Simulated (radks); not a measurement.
Q: Charge is removed step by step from the 3d3/2 level of neutral vanadium, starting from [Ar] 3d(3/2: 3, 5/2: 0) 4s2. All-electron calculation, Dirac Kohn-Sham, LDA (Slater exchange, Perdew-Wang correlation), spin-unpolarised, spherical densities, finite nucleus; Fermi nuclear charge, rms radius 3.6002 fm. Program: a radial shooting solver on a logarithmic mesh with Libxc functionals. At the starting occupation the eigenvalue is -5.399 eV. Estimate the energy to remove one whole electron from this level, the eigenvalue at the end, and how far E(n) bends from a straight line.

A: Delta-SCF 11.245 eV; final eigenvalue -17.710 eV; the deviation from the straight line is -1.542 eV at 0.5 electron removed, the largest on the grid computed. Slater's transition state (half an electron removed) gives 11.091 eV. Integrating minus the eigenvalue over the occupation (Janak's theorem) gives 11.245 eV. The mean slope of the eigenvalue, de/dn, is 12.3 eV per electron.
